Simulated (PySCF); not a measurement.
# Correlation energy of V (vanadium, neutral)

[Ar] 3d3 4s2, high-spin 4F determinant. Computed with PySCF 2.14 in aug-cc-pVTZ-DK (8s7p5d3f2g, 93 functions), with scalar relativity by spin-free X2C-1e. Frozen: [Ar]; 5 electrons correlated.

MP2 pair energies summed by pair of shells (mhartree):

| pair | energy | share (%) |
| --- | --- | --- |
| 4s-4s | -21.85 | 35.6 |
| 3d-4s | -20.40 | 33.2 |
| 3d-3d | -19.12 | 31.2 |

Total MP2 correlation energy: -61.37 mhartree.

Same-spin part -27.56 and opposite-spin part -33.81 mhartree; SCS-MP2 scales them by 1/3 and 6/5 to -49.76 mhartree.
